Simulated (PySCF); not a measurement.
Simulated absorption spectrum

Species: C₆H₅F₂S (charge +1).
Atom-mapped SMILES: `[F:1][CH:2]([F:3])[c:4]1[cH:5][cH:6][cH:7][s+:8][cH:9]1` (hydrogens: H10 on C2; H11 on C5; H12 on C6; H13 on C7; H14 on C9)

Geometry (GFN2-xTB, Å), atoms numbered from 1 in this order:
```
atom  x, y, z in Å
F1    -2.239   -1.230    1.034
C2    -2.070   -0.138    0.270
F3    -2.639    0.901    0.904
C4    -0.580    0.113    0.064
C5     0.244   -0.981   -0.207
C6     1.617   -0.856   -0.389
C7     2.275    0.349   -0.312
S8     1.526    1.829    0.012
C9    -0.097    1.398    0.181
H10   -2.602   -0.296   -0.685
H11   -0.206   -1.964   -0.260
H12    2.195   -1.747   -0.595
H13    3.346    0.407   -0.453
H14   -0.768    2.216    0.413
```

Computed with PySCF, TDDFT CAM-B3LYP/def2-SVPD, vertical, gas phase, core orbitals frozen in the response.

Computed states:

| state | E (eV) | f |
| --- | --- | --- |
| S1 | 4.92 | 0.057 |
| S2 | 5.50 | 0.060 |
| S3 | 5.61 | 0.014 |
| S4 | 6.15 | 0.0045 |
| S5 | 6.76 | 0.227 |
| S6 | 6.89 | 0.135 |
| S7 | 7.05 | 0.339 |
| S8 | 7.10 | 0.077 |

Broadening: Gaussians 0.4 eV wide at half height, area fixed by f = 4.319×10⁻⁹ ∫ε dν̃. The cross-section is σ = 3.8235×10⁻²¹ ε cm², given in Mb (10⁻¹⁸ cm²). The width is an assumption, not a result. The curve ends short of the highest state used, and states not computed would add to its high-energy end.

Q: What does the envelope look like, and where are its maxima?

A: 
(E (eV), σ (Mb)): (4.32, 0.03), (4.39, 0.12), (4.47, 0.46), (4.54, 1.25), (4.62, 3.18), (4.69, 6.02), (4.77, 10.14), (4.84, 13.33), (4.92, 14.84), (4.99, 13.69), (5.07, 10.53), (5.14, 7.94), (5.22, 7.14), (5.30, 9.38), (5.37, 13.06), (5.45, 17.06), (5.52, 18.46), (5.60, 16.70), (5.67, 12.95), (5.75, 8.05), (5.82, 4.62), (5.90, 2.28), (5.97, 1.43), (6.05, 1.22), (6.12, 1.27), (6.20, 1.40), (6.27, 1.89), (6.35, 4.04), (6.42, 9.15), (6.50, 21.37)

Maxima: 252 nm (4.92 eV), ε about 3900, made up of S1 (100%); 225 nm (5.52 eV), ε about 4800, made up of S2 (83%) and S3 (17%) (ε in L mol⁻¹ cm⁻¹; maxima over ε = 5, shares over 10%). At its high-energy end, 6.50 eV, the curve is still rising (ε about 5600, from S5 and S6).

Q: What would ε be at 5.52 eV, the highest of these maxima, with half the width (0.2 eV)?

A: About 8920 L mol⁻¹ cm⁻¹ against 4830, a factor of about 1.8; a lone state at its own centre would give exactly 2.

Q: Coming from long wavelengths, where does ε first pass 100 L mol⁻¹ cm⁻¹?

A: At about 278 nm (4.46 eV), 0.46 eV below S1.

Q: On this curve, what absorbance would a 10⁻³ mol/L sample give at 248 nm over a 1 cm path?

A: 248 nm is 4.999 eV, where ε is about 3500 L mol⁻¹ cm⁻¹, so A = ε c l ≈ 3.5 (Beer–Lambert, with the gas-phase spectrum and the assumed width).

One conformer stands for the species.
